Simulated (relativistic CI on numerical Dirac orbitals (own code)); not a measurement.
**Nb²⁺: 4d valence photoemission**

Computed with this model: Dirac-Coulomb-Breit CI, KLI orbitals optimised for each configuration, a model potential for QED, valence Slater integrals scaled by 0.8, multiplet model of photoemission in the sudden approximation; configurations [Kr] 4d3 → [Kr] 4d2; 300 K; Lorentzian 0.3 eV and Gaussian 0.5 eV FWHM. Energies are those of the free ion, without screening or charge transfer. The energies are binding energies and can lie tens of eV above those of solids. S is read from ⟨S²⟩ = S(S + 1).

Field parameters in Wybourne normalisation: D3d B²₀ = −7Dσ, B⁴₀ = −14Dq − 21Dτ, B⁴₃ = −14√(10/7) Dq; D4h B²₀ = −7Ds, B⁴₀ = 21(Dq − Dt), B⁴₄ = 21√(5/14) Dq; Oh B⁴₀ = 21Dq, B⁴₄ = √(5/14) B⁴₀; Td as Oh with Dq negative (B⁴₀ = 21Dq, B⁴₄ = √(5/14) B⁴₀). The field is a parameter set, without covalency.

free ion: ground-state S = 1.50, centroid 24.29 eV. Peaks (eV, height): 24.1 (100), 25.2 (28).

Td, 10Dq = -8350 cm⁻¹: ground-state S = 1.47, centroid 24.49 eV. Peaks (eV, height): 23.6 (84), 24.6 (100).

D3d, 10Dq = 15750, Dσ = -1030, Dτ = -200 cm⁻¹: ground-state S = 1.50, centroid 25.02 eV. Peaks (eV, height): 25.0 (100).

D4h, 10Dq = 26750, Ds = 2870, Dt = -350 cm⁻¹: ground-state S = 1.50, centroid 25.70 eV. Peaks (eV, height): 24.8 (55), 26.1 (100).

Oh, 10Dq = 23800 cm⁻¹: ground-state S = 1.50, centroid 25.45 eV. Peaks (eV, height): 25.4 (100).

Oh, 10Dq = 31750 cm⁻¹: ground-state S = 1.50, centroid 25.84 eV. Peaks (eV, height): 25.8 (100).

Strongest unbroadened transitions for free ion:

```tsv
Energy (eV)	Relative strength
23.89	0.3
23.96	10.1
24.01	0.9
24.02	100.0
24.08	11.3
24.14	37.2
24.15	0.7
24.22	2.7
24.28	1.5
25.07	0.3
25.15	0.2
25.17	1.2
25.22	3.6
25.23	17.2
25.27	0.2
25.28	15.4
25.34	0.9
25.40	1.8
```
